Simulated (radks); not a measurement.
Ionisation of neutral hafnium, [Xe] 4f14 5d2 6s2, to [Xe] 4f14 5d1 6s2 as the strength of local exchange is varied. Calculated with a radial shooting solver on a logarithmic mesh with Libxc functionals: scalar-relativistic Kohn-Sham, Slater X-alpha exchange (alpha = 2/3 is LDA exchange), no correlation, spin-polarised, spherical densities, finite nucleus; open shells are filled with parallel spins first (spin-orbit coupling, left out, can overturn this in heavy ions); Fermi nuclear charge, rms radius 5.347 fm.

alpha	E(Hf) (hartree)	exchange (hartree)	IE (eV)	-e of the level emptied (eV)	<r> of it (bohr)
0.667	-15059.9376	-291.2466	6.061	2.398 (5d)	2.514
0.73	-15087.6028	-319.4000	6.730	2.949 (5d)	2.430
0.771	-15105.6371	-337.7810	7.182	3.329 (5d)	2.381
0.781	-15110.0393	-342.2713	7.294	3.424 (5d)	2.369
0.84	-15136.0409	-368.8198	7.971	4.003 (5d)	2.306

NIST Atomic Spectra Database: 6.825 eV (measured). The Delta-SCF value meets it near alpha = 0.74. Open shells are spherical and high-spin; term and fine-structure splittings are not resolved. Spin-orbit splitting is averaged out at the scalar-relativistic level.
